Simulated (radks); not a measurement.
Problem. The neodymium ion Nd2+ is in [Xe] 4f(5/2: 4, 7/2: 0). Calculated with a radial shooting solver on a logarithmic mesh with Libxc functionals: Dirac Kohn-Sham, PBE, spin-unpolarised, spherical densities, finite nucleus; Fermi nuclear charge, rms radius of each element as measured or else 0.836 A^(1/3) + 0.57 fm. Sub-shells are occupied by j as written (lower j first in brackets). One electron is removed from 5p3/2, 5p1/2, 5s1/2, 4f5/2 in turn, with full relaxation. Which removal costs least, and what does each cost?

Solution. 4f5/2 22.531 eV; 5p3/2 39.841 eV; 5p1/2 43.094 eV; 5s1/2 59.799 eV. The 4f5/2 electron leaves first.
